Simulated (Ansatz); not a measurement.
```yaml
crystal:
  periodic: [true, true, true]
  atoms:
    - {symbol: B, position_ang: [0.245453, 1.320551, 0.921842]}
    - {symbol: N, position_ang: [-0.091655, 0.017365, 0.566631]}
    - {symbol: Al, position_ang: [-0.491084, -1.702752, 0.600968]}
    - {symbol: C, position_ang: [-0.343008, -0.465977, -0.852466]}
    - {symbol: O, position_ang: [0.789750, -0.503120, -1.663138]}
    - {symbol: H, position_ang: [0.417287, 1.601401, 2.075931]}
    - {symbol: H, position_ang: [0.358800, 2.164601, 0.067369]}
    - {symbol: H, position_ang: [-0.645102, -2.964883, 1.522569]}
    - {symbol: H, position_ang: [-1.167941, 0.082603, -1.313998]}
    - {symbol: H, position_ang: [1.010500, 0.399211, -1.922808]}
basis:
  gaussian: {orbitals: "6-31G*"}
hamiltonian: {xc: {name: PBE-QIDH}}
output: {forces: true}
```

```sh
$ ansatz run in.yaml --threads 2 --pin off --events-out ev --progress --plain --max-ram 4352MiB
```

Output, abridged:

```
Error: YAML parse error: error: line 2 column 3: crystal: missing field `lattice` (a structure is typed as `lattice` and `atoms`, a molecule's as `atoms` in Å alone, or read from a run's directory, `checkpoint`)
 --> <input>:2:3
1 | crystal:
2 |   periodic: [true, true, true]
3 |   atoms:
4 |     - {symbol: B, position_ang: [0.245453, 1.320551, 0.921842]}
```

In this input the molecule is marked periodic without a cell. The input was rejected before any iteration.
